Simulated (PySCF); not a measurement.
CH6BeGeO (SMILES C[O][Be][GeH3]), singlet, at a GFN2-xTB geometry (such geometries of metal compounds can be far from the true shape); SA2-CASSCF(6,5)/STO-3G in PySCF.

PySCF was given this input:
```python
from pyscf import gto, scf, mcscf
import numpy

mol = gto.Mole()
mol.atom = '''
    Be   -0.378771   -0.167096   -0.588933
    O    -1.094792   -0.482973   -1.702243
    C    -1.818342   -0.802170   -2.827258
    H    -2.541862   -0.010561   -3.044700
    H    -1.147850   -0.914952   -3.684654
    H    -2.356968   -1.742007   -2.672356
    Ge    0.744716    0.328535    1.157925
    H     1.240826   -0.772257    2.053423
    H     2.039127    1.079370    1.014641
    H     0.119299    1.192482    2.217280
'''
mol.basis = 'sto-3g'
mol.charge = 0
mol.spin = 0
mol.verbose = 4
mol.build()

mf = scf.RHF(mol)
mf.kernel()
mc = mcscf.CASSCF(mf, 5, 6)
mc.fix_spin_(ss=0.0)
mc = mc.state_average_([0.5, 0.5])
mc.kernel()
```

Output, abridged:

```
PySCF version 2.14.0

[INPUT] verbose = 4
[INPUT] num. atoms = 10
[INPUT] num. electrons = 56
[INPUT] charge = 0
[INPUT] spin (= nelec alpha-beta = 2S) = 0
[INPUT] symmetry False subgroup None
[INPUT] Mole.unit = angstrom
[INPUT] Symbol           X                Y                Z      unit          X                Y                Z       unit  Magmom
[INPUT]  1 Be    -0.378771000000  -0.167096000000  -0.588933000000 AA   -0.715773453928  -0.315765676510  -1.112922075718 Bohr   0.0
[INPUT]  2 O     -1.094792000000  -0.482973000000  -1.702243000000 AA   -2.068857043365  -0.912686695560  -3.216773067458 Bohr   0.0
[INPUT]  3 C     -1.818342000000  -0.802170000000  -2.827258000000 AA   -3.436168380794  -1.515881605342  -5.342743303486 Bohr   0.0
[INPUT]  4 H     -2.541862000000  -0.010561000000  -3.044700000000 AA   -4.803423026439  -0.019957397602  -5.753649131463 Bohr   0.0
[INPUT]  5 H     -1.147850000000  -0.914952000000  -3.684654000000 AA   -2.169122132082  -1.729008697123  -6.962986923783 Bohr   0.0
[INPUT]  6 H     -2.356968000000  -1.742007000000  -2.672356000000 AA   -4.454024004364  -3.291916137075  -5.050020947338 Bohr   0.0
[INPUT]  7 Ge     0.744716000000   0.328535000000   1.157925000000 AA    1.407309280582   0.620841172334   2.188161122787 Bohr   0.0
[INPUT]  8 H      1.240826000000  -0.772257000000   2.053423000000 AA    2.344821308240  -1.459354227778   3.880407087883 Bohr   0.0
[INPUT]  9 H      2.039127000000   1.079370000000   1.014641000000 AA    3.853391563206   2.039713687072   1.917393604755 Bohr   0.0
[INPUT] 10 H      0.119299000000   1.192482000000   2.217280000000 AA    0.225442436934   2.253464388474   4.190051941476 Bohr   0.0

nuclear repulsion = 195.969775994071
number of shells = 23
number of NR pGTOs = 117
number of NR cGTOs = 39
basis = sto-3g
ecp = {}

******** <class 'pyscf.scf.hf.RHF'> ********
method = RHF
initial guess = minao
damping factor = 0
level_shift factor = 0
DIIS = <class 'pyscf.scf.diis.CDIIS'>
diis_start_cycle = 1
diis_space = 8
diis_damp = 0
SCF conv_tol = 1e-09
SCF conv_tol_grad = None
SCF max_cycles = 50
direct_scf = True
direct_scf_tol = 1e-13
Set gradient conv threshold to 3.16228e-05
Initial guess from minao.
init E= -2178.67967078829
  HOMO = -0.429071049029102  LUMO = -0.0104184678242194  gap/eV = 11.39212
cycle= 1 E= -2180.92766267788  delta_E= -2.25  |g|= 0.564  |ddm|= 3.67
  HOMO = -0.28416675665548  LUMO = 0.307674000120353  gap/eV = 16.10481
cycle= 2 E= -2181.02863245174  delta_E= -0.101  |g|= 0.207  |ddm|=    1
  HOMO = -0.318159584985314  LUMO = 0.285618925923656  gap/eV = 16.42965
cycle= 3 E= -2181.04094441103  delta_E= -0.0123  |g|= 0.0509  |ddm|= 0.284
  HOMO = -0.33471003461331  LUMO = 0.282340258119865  gap/eV = 16.79079
cycle= 4 E= -2181.04189541976  delta_E= -0.000951  |g|= 0.00846  |ddm|= 0.0754
  HOMO = -0.333959935112463  LUMO = 0.281969249289147  gap/eV = 16.76029
cycle= 5 E= -2181.04193695303  delta_E= -4.15e-05  |g|= 0.00124  |ddm|= 0.0204
  HOMO = -0.334002691060012  LUMO = 0.281810841978358  gap/eV = 16.75714
cycle= 6 E= -2181.04193771964  delta_E= -7.67e-07  |g|= 0.000275  |ddm|= 0.00236
  HOMO = -0.334058582716478  LUMO = 0.281772335733316  gap/eV = 16.75761
cycle= 7 E= -2181.04193776346  delta_E= -4.38e-08  |g|= 2.95e-05  |ddm|= 0.000648
  HOMO = -0.334067665068775  LUMO = 0.281770014814827  gap/eV = 16.75780
cycle= 8 E= -2181.04193776402  delta_E= -5.61e-10  |g|= 4.51e-06  |ddm|= 7.57e-05
  HOMO = -0.334067553960647  LUMO = 0.281770108444977  gap/eV = 16.75780
Extra cycle  E= -2181.04193776403  delta_E= -1.27e-11  |g|= 1.62e-06  |ddm|= 9.56e-06
converged SCF energy = -2181.04193776403

******** <class 'pyscf.mcscf.addons.StateAverageCASSCF'> ********
CAS (3e+3e, 5o), ncore = 25, nvir = 9
max_cycle_macro = 50
max_cycle_micro = 4
conv_tol = 1e-07
conv_tol_grad = None
orbital rotation max_stepsize = 0.02
orbital rotation threshold for CI restart = 0.01
augmented hessian ah_max_cycle = 30
augmented hessian ah_conv_tol = 1e-12
augmented hessian ah_linear dependence = 1e-14
augmented hessian ah_level shift = 1e-08
augmented hessian ah_start_tol = 2.5
augmented hessian ah_start_cycle = 3
augmented hessian ah_grad_trust_region = 3
kf_trust_region = 3
kf_interval = 4
ci_response_space = 4
ci_grad_trust_region = 3
with_dep4 0
natorb = False
canonicalization = True
sorting_mo_energy = False
ao2mo_level = 2
internal_rotation = False
******** <class 'pyscf.mcscf.addons.StateAverageSpinPenaltyFCISolver'> ********
max. cycles = 50
conv_tol = 1e-08
davidson only = True
linear dependence = 1e-12
level shift = 0.001
max iter space = 12
nroots = 2
pspace_size = 400
spin = None
State-average over 2 states with weights [0.5, 0.5]
CASCI E = -2180.85753254342  S^2 = 0.0000000
Set conv_tol_grad to 0.000316228
macro iter   1 ( 21 JK    4 micro), CASSCF E = -2180.86643304133  dE = -8.90049791e-03  S^2 = 0.0000000
               |grad[o]|=0.0857  |ddm|=0.739  |maxRot[o]|=0.312
macro iter   2 ( 21 JK    4 micro), CASSCF E = -2180.88368242103  dE = -1.72493797e-02  S^2 = 0.0000000
               |grad[o]|=0.0564  |ddm|=0.717  |maxRot[o]|=0.314
macro iter   3 ( 21 JK    4 micro), CASSCF E = -2180.90967297554  dE = -2.59905545e-02  S^2 = 0.0000000
               |grad[o]|=0.132  |ddm|=0.084  |maxRot[o]|=0.235
macro iter   4 ( 21 JK    4 micro), CASSCF E = -2180.91695481490  dE = -7.28183936e-03  S^2 = 0.0000000
               |grad[o]|=0.0678  |ddm|=0.0193  |maxRot[o]|=0.185
macro iter   5 ( 21 JK    4 micro), CASSCF E = -2180.91954746665  dE = -2.59265174e-03  S^2 = 0.0000000
               |grad[o]|=0.0308  |ddm|=0.0102  |maxRot[o]|=0.108
macro iter   6 ( 21 JK    4 micro), CASSCF E = -2180.92052368693  dE = -9.76220288e-04  S^2 = 0.0000000
               |grad[o]|=0.0138  |ddm|=0.00623  |maxRot[o]|=0.097
macro iter   7 ( 17 JK    4 micro), CASSCF E = -2180.92115484541  dE = -6.31158479e-04  S^2 = 0.0000000
               |grad[o]|=0.00571  |ddm|=0.00295  |maxRot[o]|=0.0753
macro iter   8 ( 21 JK    4 micro), CASSCF E = -2180.92113220431  dE =  2.26411057e-05  S^2 = 0.0000000
               |grad[o]|=0.00273  |ddm|=0.00131  |maxRot[o]|=0.0318
macro iter   9 ( 21 JK    4 micro), CASSCF E = -2180.92135903116  dE = -2.26826858e-04  S^2 = 0.0000000
               |grad[o]|=0.00199  |ddm|=0.000518  |maxRot[o]|=0.0691
macro iter  10 ( 20 JK    4 micro), CASSCF E = -2180.92141285236  dE = -5.38211934e-05  S^2 = 0.0000000
               |grad[o]|=0.00129  |ddm|=0.000342  |maxRot[o]|=0.0325
macro iter  11 ( 13 JK    4 micro), CASSCF E = -2180.92140894840  dE =  3.90396235e-06  S^2 = 0.0000000
               |grad[o]|=0.000695  |ddm|=0.00055  |maxRot[o]|=0.0845
macro iter  12 ( 10 JK    2 micro), CASSCF E = -2180.92142551888  dE = -1.65704796e-05  S^2 = 0.0000000
               |grad[o]|=0.000579  |ddm|=6.55e-05  |maxRot[o]|=0.0189
macro iter  13 ( 17 JK    4 micro), CASSCF E = -2180.92142647613  dE = -9.57259090e-07  S^2 = 0.0000000
               |grad[o]|=0.000322  |ddm|=7.9e-05  |maxRot[o]|=0.00284
macro iter  14 ( 13 JK    4 micro), CASSCF E = -2180.92138438253  dE =  4.20936049e-05  S^2 = 0.0000000
               |grad[o]|=0.000313  |ddm|=0.000346  |maxRot[o]|=0.0436
macro iter  15 ( 12 JK    3 micro), CASSCF E = -2180.92141715279  dE = -3.27702642e-05  S^2 = 0.0000000
               |grad[o]|=0.000682  |ddm|=0.000179  |maxRot[o]|=0.0309
macro iter  16 ( 21 JK    4 micro), CASSCF E = -2180.92141710125  dE =  5.15442480e-08  S^2 = 0.0000000
               |grad[o]|=0.000413  |ddm|=0.000161  |maxRot[o]|=0.000388
macro iter  17 ( 12 JK    2 micro), CASSCF E = -2180.92143227769  dE = -1.51764439e-05  S^2 = 0.0000000
               |grad[o]|=0.00042  |ddm|=0.00011  |maxRot[o]|=0.0245
macro iter  18 (  5 JK    1 micro), CASSCF E = -2180.92143758924  dE = -5.31154456e-06  S^2 = 0.0000000
               |grad[o]|=0.000214  |ddm|=0.000113  |maxRot[o]|=0.0221
macro iter  19 (  3 JK    1 micro), CASSCF E = -2180.92143770153  dE = -1.12290309e-07  S^2 = 0.0000000
               |grad[o]|=4.18e-05  |ddm|=3.54e-05  |maxRot[o]|=0.00346
macro iter  20 (  1 JK    1 micro), CASSCF E = -2180.92143770219  dE = -6.62112143e-10  S^2 = 0.0000000
               |grad[o]|=9.96e-06  |ddm|=5.26e-06  |maxRot[o]|=    0
1-step CASSCF converged in  20 macro (312 JK  66 micro) steps
CASSCF canonicalization
Density matrix diagonal elements [1.4641541  1.96485323 1.99386222 0.53275484 0.04437561]
CASSCF energy = -2180.92143770219
CASCI E = -2180.92143770219  E(CI) = -8.33179930653341  S^2 = 0.0000000
CASCI state-averaged energy = -2180.92143770219
CASCI energy for each state
  State 0 weight 0.5  E = -2181.07093859682 S^2 = 0.0000000
  State 1 weight 0.5  E = -2180.77193680756 S^2 = 0.0000000
```
